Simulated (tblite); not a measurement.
C5H8F2O2Si.
Atom-mapped SMILES: `[O:1]=[CH:2][O:3][C@@H:4]1[SiH2:5][C@@H:6]1[CH2:7][CH:8]([F:9])[F:10]` (hydrogens: H11 on C2; H12 on C4; H13, H14 on Si5; H15 on C6; H16, H17 on C7; H18 on C8)

Structure optimised with GFN2-xTB, isolated species.

Q: List the bond lengths, angles and torsions at this level.

A: 
```json
{"bond": "O1=C2", "length (Å)": "1.206"}
{"bond": "C2–O3", "length (Å)": "1.301"}
{"bond": "O3–C4", "length (Å)": "1.417"}
{"bond": "C4–Si5", "length (Å)": "1.921"}
{"bond": "Si5–C6", "length (Å)": "1.893"}
{"bond": "C6–C7", "length (Å)": "1.513"}
{"bond": "C7–C8", "length (Å)": "1.521"}
{"bond": "C8–F9", "length (Å)": "1.356"}
{"bond": "C8–F10", "length (Å)": "1.357"}
{"bond": "C4–C6", "length (Å)": "1.545"}
{"bond": "C2–H11", "length (Å)": "1.101"}
{"bond": "C4–H12", "length (Å)": "1.085"}
{"bond": "Si5–H13", "length (Å)": "1.439"}
{"bond": "Si5–H14", "length (Å)": "1.461"}
{"bond": "C6–H15", "length (Å)": "1.086"}
{"bond": "C7–H16", "length (Å)": "1.095"}
{"bond": "C7–H17", "length (Å)": "1.090"}
{"bond": "C8–H18", "length (Å)": "1.102"}
```

A selection of angles:
```json
{"angle": "O1–C2–O3", "degrees": "125.7"}
{"angle": "C2–O3–C4", "degrees": "117.0"}
{"angle": "O3–C4–Si5", "degrees": "124.7"}
{"angle": "O3–C4–C6", "degrees": "119.0"}
{"angle": "Si5–C4–C6", "degrees": "65.2"}
{"angle": "C4–Si5–C6", "degrees": "47.8"}
{"angle": "Si5–C6–C7", "degrees": "122.8"}
{"angle": "C4–C6–Si5", "degrees": "67.0"}
{"angle": "C4–C6–C7", "degrees": "118.8"}
{"angle": "C6–C7–C8", "degrees": "110.4"}
{"angle": "C7–C8–F9", "degrees": "111.2"}
{"angle": "C7–C8–F10", "degrees": "111.3"}
{"angle": "F9–C8–F10", "degrees": "105.9"}
```

Torsions: O1–C2–O3–C4 2° (synperiplanar); C2–O3–C4–Si5 5° (synperiplanar); O3–C4–Si5–C6 -109° (anticlinal); C4–Si5–C6–C7 110° (anticlinal); Si5–C6–C7–C8 90°; C6–C7–C8–F9 -59° (synclinal); O3–C4–C6–Si5 117° (anticlinal).

The 3-membered ring C4–Si5–C6 has internal angles of 47.8° to 67.0°. Si5 (SiH2 silicon) has angles from 47.8° to 135.0°. Of the pairs four or more bonds apart, O1···Si5 is among the closest relative to their van der Waals radii: 2.64 Å, 73 % of the sum of Bondi's values. The 3 C–C bonds span 1.513 Å (C6–C7, drawn single) to 1.545 Å (C4–C6, drawn single), a spread of 0.032 Å. The 2 C–Si bonds span 1.893 Å (Si5–C6, drawn single) to 1.921 Å (C4–Si5, drawn single), a spread of 0.028 Å. The C–O distances run from 1.206 Å (O1=C2, drawn double) to 1.417 Å (O3–C4, drawn single), a spread of 0.211 Å.

Point group: C1 (no symmetry element, even within 0.4 Å). Its GFN2-xTB frequencies are all real (lowest 33 cm⁻¹). One conformer, not necessarily the lowest. 3 starts were optimised and ended at 0.00, 3.52 and 3.86 kcal/mol (GFN2-xTB); the lowest of these is shown.

The run took 1.8 s wall on Arm Neoverse V1, one thread, shared host with 32 logical CPUs at a one-minute load of 27. That covers the optimisation of the geometry.

These are computed values.
